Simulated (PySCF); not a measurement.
**Gas-phase XPS of Si6H6 prismane, computed**

Si6H6 prismane, Si₆H₆.
Geometry (PBE0-D3(BJ)/def2-SVP, Å), atoms numbered from 1 in this order:
```
atom  x, y, z in Å
Si1   -1.5133    0.7302   -0.6230
H2    -2.7744    1.3425   -1.1464
Si3   -0.8275   -1.5229   -0.4941
H4    -1.5363   -2.7783   -0.8962
Si5    0.4360    0.0235   -1.7493
H6     0.8070    0.0380   -3.1990
Si7    1.7236    0.5203    0.1701
H8     3.1488    0.9579    0.2980
Si9   -0.2246    1.2309    1.2949
H10   -0.4077    2.2636    2.3624
Si11   0.4587   -1.0238    1.4255
H12    0.8251   -1.8645    2.6080
```

Theory: delta-SCF UKS SCAN, pcX-2 on the ionised atom, pcseg-1 elsewhere, spin-free X2C in PySCF 2.14.0. Binding energies are ΔSCF values: E(core-ionised, relaxed orbitals) − E(ground state) at a fixed geometry, referred to the vacuum level.

Task: What binding energy does each computed site have?

Result: 
```csv
atom(s),environment,level,binding energy (eV),2p1/2 (eV),count
Si1 (×6),silicon bonded to 3 Si and H,Si 1s,1845.31,–,6
Si1 (×6),silicon bonded to 3 Si and H,Si 2p3/2,105.64,106.26,6
```

Task: What is the longest wavelength that can ionise Si 1s of Si1 (×6) vertically?

Result: λ = hc/E = 12398.42 eV Å / 1845.31 eV = 6.719 Å.

Task: Give the binding energy of Si 1s of Si1 (×6) in hartree and in kJ/mol.

Result: 1845.31 eV = 67.8139 Eh = 178045 kJ/mol.

Atoms equivalent by their bonding share one computed value, that of the first of them. The 2p values add to the ΔSCF energy of one spin-free hole a correction within the shell (spin–orbit coupling, ligand field). 2p1/2 minus 2p3/2 (ligand field included): Si 0.62 eV. One conformer (not necessarily the lowest) at the PBE0-D3(BJ)/def2-SVP geometry, without solvent, vibrations or thermal averaging.
